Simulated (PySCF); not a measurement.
A side-by-side comparison of computed properties.

First species: C7H10O2Si.
SMILES: `O=C1CC=C[Si@]12CCOC2`

Second species: C6H12OSi2.
Atom-mapped SMILES: `[CH3:1][CH2:2][C:3]1=[C:4]([CH2:5][CH:6]=[O:7])[SiH2:8][SiH2:9]1` (hydrogens: H10, H11, H12 on C1; H13, H14 on C2; H15, H16 on C5; H17 on C6; H18, H19 on Si8; H20, H21 on Si9)

Levels: PBE0/pcSseg-1 for HOMO energy, LUMO energy and HOMO–LUMO gap. Geometries: GFN2-xTB. Each structure is a single optimised conformer of the isolated species, non-relativistic unless stated. Electronic properties by PySCF.

The conformers computed, where there is a choice (atom-mapped SMILES and torsion angles):
- `[CH3:1][CH2:2][C:3]1=[C:4]([CH2:5][CH:6]=[O:7])[SiH2:8][SiH2:9]1`: C1–C2–C3–C4 -162°, C3–C4–C5–C6 84°, C4–C5–C6–O7 -102°

The conformers of `O=C1CC=C[Si@]12CCOC2` aren't listed.

Values for the first species:

* HOMO energy: -6.58 eV
* LUMO energy: -1.48 eV
* HOMO–LUMO gap: 5.10 eV

Problem. Estimate the same properties for the second species, and the change in each.

Solution. 
```csv
property,first,second,second less first
HOMO energy,-6.58 eV,-7.09 eV,-0.51 eV
LUMO energy,-1.48 eV,-1.12 eV,+0.36 eV
HOMO–LUMO gap,5.10 eV,5.97 eV,+0.87 eV
```

